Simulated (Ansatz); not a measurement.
```yaml
crystal:
  periodic: [false, false, false]
  atoms:
    - {symbol: N, position_ang: [-1.423005, 0.849225, 1.793087]}
    - {symbol: C, position_ang: [-1.101093, 0.326596, 0.471317]}
    - {symbol: Si, position_ang: [0.712498, -0.195431, 0.392020]}
    - {symbol: Si, position_ang: [1.298900, -0.864265, -1.774066]}
    - {symbol: H, position_ang: [-2.398348, 1.113931, 1.855461]}
    - {symbol: H, position_ang: [-0.875914, 1.675394, 1.998137]}
    - {symbol: H, position_ang: [-1.317634, 1.011218, -0.364644]}
    - {symbol: H, position_ang: [-1.698894, -0.573712, 0.292243]}
    - {symbol: H, position_ang: [0.977058, -1.301282, 1.351809]}
    - {symbol: H, position_ang: [1.565181, 0.965332, 0.785124]}
    - {symbol: H, position_ang: [0.464258, -2.017948, -2.210484]}
    - {symbol: H, position_ang: [2.728704, -1.272338, -1.833696]}
    - {symbol: H, position_ang: [1.088691, 0.248379, -2.741508]}
basis:
  gaussian: {orbitals: pcseg-2}
hamiltonian: {xc: {name: wPBEh}}
```

```sh
$ ansatz run in.yaml --threads 4 --pin off --events-out ev --progress --plain --max-ram 10444MiB
```

It prints (some lines left out):

```
Functional definition: wPBEh
1370 factors; their error is unknown
103 factors; integrals over basis functions are off by at most 8.3e-7 eV
mean field evaluation 1: about -18413.2580 eV, gradient 6.2e1 eV
mean field evaluation 2: about -18399.9624 eV, gradient 9.4e1 eV
mean field evaluation 4: about -18421.5722 eV, gradient 4.2e0 eV
mean field evaluation 8: about -18421.6149 eV, gradient 4.3e-2 eV
mean field evaluation 16: about -18421.6624 eV, gradient 3.6e-5 eV
mean field -18421.66235940 eV, -676.9836050569 hartree, gradient 3.6e-5 eV, S^2 0.000000; 0 other end points of the search recorded, 0 dependent functions left out
reference -18421.66242646 eV, -676.9836075212 hartree; 25, 25 occupied and 229, 229 virtual orbitals, 1370 factors
Total energy: -18421.66242646 eV, -676.9836075212 hartree
```

It took 3.5 s on 4 threads of an Arm Neoverse V2 on a shared host, with 0.5 GiB of host memory at the peak.
